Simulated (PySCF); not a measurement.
SMILES Oc1cc[o+]c(B(F)F)c1, [C5H4BF2O2]+, charge +1

Molfile (atoms numbered from 1):
```
C5H4BF2O2
     RDKit          3D

 14 14  0  0  0  0  0  0  0  0999 V2000
   -2.4037   -1.1551    0.2205 O   0  0  0  0  0  0  0  0  0  0  0  0
   -1.3534   -0.4020    0.1149 C   0  0  0  0  0  0  0  0  0  0  0  0
   -1.5214    1.0045    0.0719 C   0  0  0  0  0  0  0  0  0  0  0  0
   -0.4110    1.7914   -0.0404 C   0  0  0  0  0  0  0  0  0  0  0  0
    0.8076    1.3069   -0.1118 O   0  0  0  0  0  0  0  0  0  0  0  0
    1.0249   -0.0026   -0.0769 C   0  0  0  0  0  0  0  0  0  0  0  0
    2.5525   -0.4889   -0.1726 B   0  0  0  0  0  0  0  0  0  0  0  0
    3.5280    0.3520   -0.2784 F   0  0  0  0  0  0  0  0  0  0  0  0
    2.8096   -1.7619   -0.1417 F   0  0  0  0  0  0  0  0  0  0  0  0
   -0.0245   -0.8860    0.0356 C   0  0  0  0  0  0  0  0  0  0  0  0
   -2.2346   -2.1124    0.2462 H   0  0  0  0  0  0  0  0  0  0  0  0
   -2.5132    1.4254    0.1282 H   0  0  0  0  0  0  0  0  0  0  0  0
   -0.4476    2.8736   -0.0801 H   0  0  0  0  0  0  0  0  0  0  0  0
    0.1860   -1.9454    0.0624 H   0  0  0  0  0  0  0  0  0  0  0  0
  1  2  1  0
  2  3  2  0
  3  4  1  0
  4  5  2  0
  5  6  1  0
  6  7  1  0
  7  8  1  0
  7  9  1  0
  6 10  2  0
 10  2  1  0
  1 11  1  0
  3 12  1  0
  4 13  1  0
 10 14  1  0
M  CHG  1   5   1
M  END
```

Computed, not measured: PySCF, quadratic response PBE0/6-311G** first hyperpolarisability, Taylor convention, gas phase. Geometry: GFN2-xTB.

Problem. Give the tensor of the static β(0;0,0) in the axes of these coordinates.

Solution. In au, Taylor convention; rows are the first index (the induced dipole):
|  | xx | yy | zz | xy | xz | yz |
| --- | --- | --- | --- | --- | --- | --- |
| x | -58.4 | -50.4 | -8.1 | -63.8 | +5.7 | +6.1 |
| y | -63.8 | +39.6 | -3.2 | -50.4 | +6.1 | +1.9 |
| z | +5.7 | +1.9 | +2.0 | +6.1 | -8.1 | -3.2 |

Norm of βᵢ = ⅓ Σⱼ (βᵢⱼⱼ + βⱼᵢⱼ + βⱼⱼᵢ): 120.5 au, hyper-Rayleigh value 59.4 au.
